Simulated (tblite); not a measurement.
C6H9B.
Atom-mapped SMILES: `[BH2:1][C@:2]12[CH2:3][C@@H:4]3[C@H:5]([CH2:6]1)[C@H:7]23` (hydrogens: H8, H9 on B1; H10, H11 on C3; H12 on C4; H13 on C5; H14, H15 on C6; H16 on C7)

Computed with GFN2-xTB (tblite), gas phase: Langevin dynamics at 200 K from the optimised GFN2-xTB geometry, time step 0.5 fs, friction 0.01 fs⁻¹, 2000 steps. The instantaneous temperature is 2·E(kin)/(3Nk) with all 3N coordinates.

```tsv
t (fs)	T (K)	E(pot) above start (eV)	B1–C2 (Å)	C2–C3 (Å)	C3–C4 (Å)	C4–C5 (Å)	C5–C6 (Å)	B1–H8 (Å)
0	163	0.000	1.548	1.548	1.511	1.519	1.512	1.170
25	96	0.138	1.590	1.554	1.511	1.527	1.530	1.164
50	106	0.175	1.558	1.539	1.519	1.492	1.504	1.181
75	143	0.203	1.586	1.576	1.502	1.509	1.488	1.183
100	137	0.222	1.516	1.528	1.499	1.534	1.480	1.181
125	155	0.155	1.551	1.578	1.500	1.502	1.493	1.169
150	166	0.218	1.548	1.554	1.542	1.478	1.542	1.171
175	148	0.296	1.507	1.580	1.568	1.531	1.562	1.162
200	115	0.327	1.528	1.575	1.560	1.555	1.522	1.154
225	161	0.323	1.514	1.541	1.567	1.501	1.510	1.162
250	141	0.383	1.566	1.560	1.577	1.501	1.502	1.145
275	204	0.381	1.559	1.523	1.569	1.497	1.509	1.140
300	213	0.313	1.547	1.535	1.499	1.529	1.490	1.148
325	253	0.327	1.523	1.579	1.460	1.520	1.480	1.162
350	240	0.306	1.521	1.580	1.476	1.509	1.516	1.152
375	136	0.456	1.554	1.539	1.524	1.526	1.532	1.135
400	204	0.217	1.534	1.523	1.498	1.502	1.537	1.163
425	146	0.364	1.566	1.602	1.478	1.498	1.530	1.180
450	203	0.296	1.528	1.527	1.477	1.528	1.535	1.185
475	142	0.375	1.568	1.528	1.502	1.540	1.528	1.198
500	202	0.324	1.534	1.624	1.552	1.516	1.519	1.220
525	194	0.363	1.515	1.592	1.539	1.514	1.506	1.226
550	209	0.468	1.517	1.536	1.506	1.534	1.480	1.220
575	240	0.383	1.535	1.568	1.489	1.517	1.501	1.203
600	231	0.508	1.519	1.598	1.494	1.545	1.488	1.202
625	258	0.466	1.474	1.538	1.516	1.525	1.460	1.183
650	266	0.333	1.538	1.571	1.568	1.524	1.493	1.201
675	183	0.496	1.501	1.585	1.533	1.534	1.524	1.194
700	212	0.430	1.531	1.549	1.513	1.473	1.538	1.196
725	175	0.396	1.530	1.514	1.571	1.530	1.503	1.197
750	161	0.304	1.552	1.563	1.542	1.506	1.537	1.191
775	219	0.223	1.542	1.555	1.499	1.555	1.533	1.182
800	213	0.298	1.583	1.565	1.505	1.564	1.522	1.157
825	221	0.342	1.561	1.530	1.493	1.481	1.488	1.161
850	196	0.401	1.628	1.573	1.481	1.542	1.480	1.150
875	180	0.451	1.554	1.547	1.460	1.500	1.495	1.158
900	260	0.377	1.581	1.583	1.480	1.530	1.498	1.163
925	292	0.351	1.554	1.599	1.551	1.545	1.479	1.174
950	229	0.330	1.542	1.516	1.552	1.528	1.493	1.169
975	169	0.398	1.560	1.554	1.540	1.494	1.511	1.186
1000	187	0.277	1.546	1.586	1.532	1.529	1.522	1.174
```

Question: From 500 fs on, how do temperature and potential energy compare with equipartition?

Answer: The mean temperature of these 21 frames is 214 K against the target 200 K, and the mean potential energy 0.38 eV against 42 × kT/2 = 0.36 eV for 42 classical harmonic modes. For 16 atoms in a canonical ensemble the temperature itself scatters by T·√(2/(3N)) = 41 K; here its standard deviation is 34 K. The whole run lasts only 10 friction times of 100 fs, so these averages carry a wide statistical error.

Question: What are the kinetic and total energies of the listed frame with the highest potential energy?

Answer: The one at 600 fs, 0.508 eV above the start. Its kinetic energy is 3NkT/2 = 0.477 eV at 231 K, so the sum is 0.99 eV; over the listed frames the sum runs from 0.34 to 1.00 eV, since the thermostat adds and removes energy.

Question: How much do the listed bonds fluctuate from 500 fs on?

Answer: 
| bond | at the start (Å) | mean (Å) | standard deviation (Å) |
| --- | --- | --- | --- |
| B1–C2 | 1.548 | 1.543 | 0.031 |
| C2–C3 | 1.548 | 1.564 | 0.028 |
| C3–C4 | 1.511 | 1.520 | 0.030 |
| C4–C5 | 1.519 | 1.523 | 0.022 |
| C5–C6 | 1.512 | 1.503 | 0.021 |
| B1–H8 | 1.170 | 1.186 | 0.021 |

The motion is classical and holds no zero-point motion.

What follows is the cost of the whole dynamics run. Rough CPU time on one thread of a shared machine: about 30 s.
